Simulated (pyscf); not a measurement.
## HB=NH (SMILES B=N), singlet

Gas-phase minimum from PySCF at ωB97X-D3(BJ)/def2-SVP, one conformer. 

```xyz
4

B      0.4517     0.6436     0.3028
N      0.1254     0.2893    -0.8402
H      0.7634     0.9820     1.3943
H     -0.1374     0.0036    -1.7608
```

Bond lengths (Å): B1–N2 1.240, B1–H3 1.184, N2–H4 0.999. Bond angles (°): N2–B1–H3 180.0, B1–N2–H4 180.0.

Properties at ωB97X-D3(BJ)/def2-SVP:

```
Quantity                                                                                                                                                   Value
---------------------------------------------------------------------------------------------------------------------  -----------------------------------------
Harmonic wavenumbers, unscaled                                                                                         585, 585, 751, 751, 1877, 2871, 3898 cm⁻¹
Zero-point energy                                                                                                                                  16.2 kcal/mol
Rotational symmetry number                                                                                                                                     1
Entropy of this conformer at 298 K and 1 atm, rigid rotor and harmonic oscillator, modes under 100 cm⁻¹ raised to 100                            207.8 J/(mol K)
Dipole moment                                                                                                                                             0.23 D
```

Single-point totals, which compare only within one level (frozen core for MP2 and CC):

| level | total energy (hartree) |
|---|---|
| ωB97X-D3(BJ)/def2-TZVP | -80.86647 |
| PBE/def2-TZVP | -80.72242 |
| r²SCAN/def2-TZVP | -80.78088 |
| B3LYP-D3(BJ)/def2-TZVP | -80.84475 |
| PBE0-D3(BJ)/def2-TZVP | -80.72855 |
| M06-2X/def2-TZVP | -80.79964 |
| ωB97M-D3(BJ)/def2-TZVP | -80.85983 |
| HF/def2-TZVPP | -80.32861 |
| MP2/def2-TZVPP | -80.63275 |
| CCSD/def2-TZVPP | -80.64384 |
| CCSD(T)/def2-TZVPP | -80.65826 |

The CCSD(T) − MP2 part came from Ansatz, without density fitting, on the same reference.
